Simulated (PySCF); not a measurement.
A structure optimised at B3LYP-D3(BJ)/def2-SVP, used in a PySCF frequency run:

```xyz
10

Al     0.0248    -0.0365     0.0000
C     -0.3178     1.8803     0.0000
H      0.1369     2.3569     0.8851
H      0.1369     2.3569    -0.8851
H     -1.3920     2.1263     0.0000
O      1.6573    -0.5479     0.0000
H      1.9903    -1.4483     0.0000
N     -1.2950    -1.2280     0.0000
H     -1.2002    -2.2390     0.0000
H     -2.2805    -0.9813     0.0000
```
Charge 0, spin multiplicity 1.

Write its SMILES, formula and point group.

[CH3][Al]([NH2])[OH], CH₆AlNO, Cs

What are its rotational constants (standard atomic weights)?

6.1021, 5.3852, 2.9127 GHz
